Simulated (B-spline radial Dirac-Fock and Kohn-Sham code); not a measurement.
## What relativity does to the binding energies of Cs³⁵⁺

System: the Cs³⁵⁺ ion in the configuration [Ar] 3d2.

Both columns are ΔSCF binding energies of the configuration average from a radial finite-basis atomic code: non-relativistic Hartree-Fock with a point nucleus, and Dirac-Fock with a finite nucleus and the Coulomb interaction alone, averaged over the two j levels with weights 2j+1.

| shell | Hartree-Fock (eV) | Dirac-Fock (eV) | shift (eV) | shift (%) |
| --- | --- | --- | --- | --- |
| 1s | 36396.6 | 37963.8 | +1567.24 | +4.31 |
| 2s | 7118.4 | 7525.9 | +407.56 | +5.73 |
| 2p | 6809.0 | 6940.9 | +131.93 | +1.94 |
| 3s | 2623.4 | 2735.1 | +111.74 | +4.26 |
| 3p | 2494.2 | 2538.6 | +44.40 | +1.78 |
| 3d | 2315.0 | 2314.9 | -0.15 | -0.01 |

Relativity binds 1s, 2s, 2p, 3s, 3p more strongly, among those listed most of all 2s in relative terms, and 3d more weakly, because the contracted s and p shells screen the nucleus better.

Values without a named source are computed, but for edge energies of neutral atoms, which are taken from tables.
